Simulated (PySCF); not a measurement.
**ECD: `OC[C@@H]1C[C@H](Cl)[C@@H]1Br`, C$_{5}$H$_{8}$BrClO**

Geometry:
```
atom   x (Å)   y (Å)   z (Å)
  O1  -0.895  -0.565  -1.805
  C2  -1.537  -0.407  -0.575
  C3  -0.658   0.233   0.509
  C4   0.313   1.303  -0.030
  C5   1.513   0.417   0.328
 Cl6   2.398  -0.209  -1.081
  C7   0.556  -0.575   1.008
 Br8   0.680  -2.448   0.494
  H9  -0.172  -1.199  -1.710
 H10  -1.926  -1.365  -0.198
 H11  -2.385   0.255  -0.769
 H12  -1.304   0.561   1.325
 H13   0.197   1.477  -1.098
 H14   0.293   2.249   0.505
 H15   2.258   0.853   0.994
 H16   0.661  -0.572   2.093
```

Computed with PySCF 2.14.0, TDDFT B3LYP/def2-SVPD circular dichroism and optical rotation, one conformer, gas phase. Geometry: GFN2-xTB.

The molecule is flexible and this is one conformer; a measurement averages over conformers. The calculation is non-relativistic, which matters for the atoms heavier than Zn.

Q: What are the CIP labels of the stereocentres?

A: C3 S, C5 S, C7 R.

Q: List the lowest 8 singlet excitations with oscillator and rotatory strengths.

A: Rotatory strengths R in 10⁻⁴⁰ esu² cm², velocity form and length form (origin at the centre of mass); f in length form.
```csv
state,E (eV),λ (nm),f,R (velocity),R (length),main
1,5.63,220,0.001,+3.3,+2.7,HOMO−1→LUMO 0.98
2,5.69,218,0.0005,+1.6,+2.3,"HOMO→LUMO 0.57, HOMO−2→LUMO 0.40"
3,5.94,209,0.016,+0.4,-0.2,"HOMO−2→LUMO 0.57, HOMO→LUMO 0.41"
4,6.31,197,0.004,+7.0,+6.9,"HOMO−3→LUMO 0.85, HOMO−4→LUMO 0.12"
5,6.34,195,0.007,-3.9,-3.8,"HOMO−4→LUMO 0.84, HOMO−3→LUMO 0.12"
6,6.87,181,0.010,+13.7,+13.9,"HOMO→LUMO+1 0.78, HOMO−1→LUMO+1 0.16"
7,6.89,180,0.011,+8.9,+8.3,"HOMO−1→LUMO+1 0.82, HOMO→LUMO+1 0.16"
8,7.05,176,0.016,-8.9,-9.1,HOMO−2→LUMO+1 0.93
```

For state 3 the two forms differ in sign, so the sign of R isn't settled.

Among the states computed, the strongest CD band (largest |R|) is state 6. The largest dissymmetry factor in size, g = 4R/(D+G), with D and G the electric and magnetic dipole strengths, is +0.042 for state 2 (velocity form, f = 0.0003), among bands with |R| over 0.5. The mirror image has the same energies and oscillator strengths and all R with the opposite sign.
